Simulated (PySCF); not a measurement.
C₃H₆N₂Si, SMILES C1=NCN=C[SiH2]1. Atoms are numbered in the order given.

```xyz
12

C      0.0000     1.4433    -0.2397
N      0.0000     1.2880     1.0272
C      0.0000     0.0000     1.6855
N      0.0000    -1.2880     1.0272
C      0.0000    -1.4433    -0.2397
Si     0.0000     0.0000    -1.4640
H      0.0000     2.4917    -0.5916
H      0.8698     0.0000     2.3691
H     -0.8698     0.0000     2.3691
H      0.0000    -2.4917    -0.5916
H     -1.2091     0.0000    -2.3381
H      1.2091     0.0000    -2.3381
```

Geometry optimised at B3LYP-D3(BJ)/def2-SVP. This is a generated structure with no PubChem entry under its InChIKey; it may be hypothetical. The values are those of a single conformer.

Vertical ionisation energy (IE) and electron affinity (EA) in eV. Rows of orbital energies are one-electron estimates. Where ΔSCF, EOM or ADC give a negative EA the extra electron is unbound and the value depends on the basis.

```json
[
 {"level": "−ε(HOMO), −ε(LUMO), M06-2X/def2-TZVP (PySCF)", "IE": "7.63", "EA": "0.02"},
 {"level": "−ε(HOMO), −ε(LUMO), PBE/def2-TZVP (PySCF)", "IE": "[?]", "EA": "[?]"}
]
```

**Question.** What belongs in the gaps? (The exact figures need the calculation; the answer reports its results.)

**Answer.** 
- −ε(HOMO), −ε(LUMO), PBE/def2-TZVP (PySCF), IE: 5.07
- −ε(HOMO), −ε(LUMO), PBE/def2-TZVP (PySCF), EA: 2.16
